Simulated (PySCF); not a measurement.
## How methods differ on the ionisation energy of Hf⁶⁵⁺

Hf⁶⁵⁺ [He] 2s2 2p3 [2p1/2^2 2p3/2^1, M_J = 3/2] → Hf⁶⁶⁺ [He] 2s2 2p2 [2p1/2^2, M_J = 0], as a difference of total energies. Computed with PySCF 2.14 in an uncontracted even-tempered set (17 s from 49 bohr⁻², ratio 2.4; 13 p from 64 bohr⁻², ratio 2.4; 5 d from 210 bohr⁻², ratio 2.6; 4 f from 320 bohr⁻², ratio 2.6), with the two-component X2C-1e Hamiltonian. Correlated levels: nothing frozen; the 30 highest virtual spinors dropped. "Screened" scales the spin-orbit matrix elements by Boettger's factors to mimic the two-electron term; Breit and QED terms are absent.

```tsv
method	ionisation energy (eV)
GHF (spin-free)	16112.9
GMP2 (spin-free)	16113.0
GHF (screened spin-orbit)	15692.4
GMP2 (screened spin-orbit)	15692.6
```

For this ion Breit and QED terms and the two-electron picture change, all absent here, outweigh the correlation shift from GHF to GMP2.

The spin-free rows relax to the high-spin LS determinant and lack the spin-orbit shift.

The labels give the starting determinants; with spin-orbit coupling the two ends relaxed to ⟨J²⟩ = 3.75, ⟨L²⟩ = 2.60, ⟨S²⟩ = 1.46 and ⟨J²⟩ = 0.00, ⟨L²⟩ = 1.33, ⟨S²⟩ = 1.33.

For comparison: 15680 ± 30 eV (theoretical estimate listed by NIST; NIST Atomic Spectra Database, ionization energies).
